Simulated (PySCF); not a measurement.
## Bi²⁺ (bismuth, charge +2): UHF calculation

Configuration: [Xe] 4f14 5d10 6s2 6p1, 2P determinant. All numbers are calculated (PySCF 2.14, scalar relativity through the core potential, in aug-cc-pV5Z-PP with ECP60MDF (8s8p6d4f3g2h, 139 functions)).

| Quantity | Value |
| --- | --- |
| Total energy | -212.730602 hartree |
| One-electron energy | -358.3769 hartree |
| Hartree (Coulomb) energy | 161.2991 hartree |
| Exchange energy | -15.6528 hartree |
| ⟨S²⟩ | 0.7562 |
| ⟨L²⟩ | 2.019 |
| Sum of ⟨r⟩ | 26.82 bohr |
| Sum of ⟨r²⟩ | 43.02 bohr² |
| Traceless quadrupole moment −½Σ⟨3z² − r²⟩ along its main axis | -3.22 e·bohr² |
| Time after the integrals | roughly 6 core-seconds |

```csv
shell,electrons,mean orbital energy (eV),spread (eV),"rms radius, mean of both spins (bohr)"
5s α,1,-199.64,0,0.899
5s β,1,-199.48,0,0.899
5p α,3,-133.66,0.166,1.02
5p β,3,-133.53,0.619,1.02
5d α,5,-53.404,0.412,1.31
5d β,5,-53.230,0.746,1.31
6s α,1,-35.200,0,2.25
6s β,1,-33.037,0,2.25
6p α,1,-23.343,0,2.80
```

Energies and moments cover only the electrons outside the core potential. Spin-orbit coupling, absent here, splits the open shell strongly.
